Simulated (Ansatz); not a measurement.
Species: C$_{2}$H$_{6}$AlF, net charge 0, singlet state. 
Structure (B3LYP-D3(BJ)/def2-TZVP (Ansatz, a quantum-chemistry and plane-wave program) minimum search):
SMILES: [CH3][Al]([CH3])[F]
```xyz
10

C      1.6556    -0.9523     0.2776
Al     0.0033     0.0335    -0.0176
C     -1.7991    -0.5010     0.4869
F      0.1482     1.5011    -0.7896
H      1.4951    -1.8882     0.8165
H      2.1406    -1.1919    -0.6733
H      2.3718    -0.3534     0.8474
H     -2.2367     0.2181     1.1856
H     -1.8282    -1.4855     0.9583
H     -2.4585    -0.5250    -0.3854
```

Property: vertical triplet-singlet gap (E(triplet) - E(singlet); each state is the SCF solution reached for its spin; for the triplet the Hartree-Fock reference is unstable and T1 is 0.019), in eV. Valence correlation only, unless marked. Open shells are spin-unrestricted. No spin-orbit coupling. No relativistic terms. CBS marks a two-point X^-3 extrapolation of the correlation energy; Hartree-Fock from the larger set. The program attaches cautions to a run behind CCSD/aug-cc-pV(D+d)Z: other roots. The program attaches cautions to a run behind CCSD(T)/aug-cc-pV(D+d)Z: other roots. The program attaches cautions to a run behind CCSD(T)/aug-cc-pV(T+d)Z: other roots.

| level | program | vertical triplet-singlet gap (eV) |
|---|---|---|
| HF/aug-cc-pV(Q+d)Z | Ansatz | 5.89 |
| RI-HF/aug-cc-pV(T+d)Z | Ansatz | 5.90 |
| PBE/def2-TZVPD | Ansatz | 5.27 |
| r2SCAN/def2-TZVPD | Ansatz | 5.41 |
| PBE0/def2-TZVPD | Ansatz | 5.62 |
| BHLYP/def2-TZVPD | Ansatz | 6.00 |
| CAM-B3LYP/def2-TZVPD | Ansatz | 5.94 |
| wB97X-V/def2-TZVPD | Ansatz | 6.17 |
| RI-MP2/aug-cc-pV(T+d)Z | Ansatz | 6.49 |
| RI-MP2/aug-cc-pV(Q+d)Z | Ansatz | 6.53 |
| RI-MP2/CBS(aug-cc-pV(T+d)Z,aug-cc-pV(Q+d)Z) | Ansatz | 6.56 |
| CCSD/aug-cc-pV(D+d)Z | Ansatz | 6.10 |
| CCSD(T)/aug-cc-pV(D+d)Z | Ansatz | 6.02 |
| CCSD(T)/aug-cc-pV(T+d)Z | Ansatz | 6.07 |
